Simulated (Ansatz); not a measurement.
System: NbCl₄, net charge 1, singlet state. The spin state was set by rule; other spins were not relaxed. 
Geometry from a B3LYP-D3(BJ)/def2-TZVP (Ansatz, an electronic-structure program) optimisation:
```xyz
5

Nb     0.0000     0.0000     0.0000
Cl     1.7168    -0.5795    -1.2669
Cl     0.7040     0.3992     2.0575
Cl    -0.9415     1.8231    -0.8235
Cl    -1.4793    -1.6429     0.0329
```
Charge +1, spin multiplicity 1.

Basis-set convergence of Hartree-Fock and MP2 correlation energies (hartree) with Ansatz. Cores are frozen in the correlated levels unless marked. Spin-orbit coupling is left out. The frozen core is the preceding noble-gas configuration, with the filled d and f shells of earlier blocks. In def2 rows, elements after Kr have scalar-relativistic effective core potentials.

```tsv
basis	functions	E(HF)	E(corr, MP2)
def2-SVP	103	-1893.71444	-0.72059
def2-TZVPP	224	-1894.37868	-0.94986
def2-QZVPP	361	-1894.43686	-1.02997
```

Extrapolating the two largest sets (X = 3 and 4) as X^-3: E(corr) = (64·(-1.02997) - 27·(-0.94986))/37 = -1.0884 Eh, an estimate of the basis-set limit. The largest set recovers 94.6 % of it, the smallest 66.2 %.
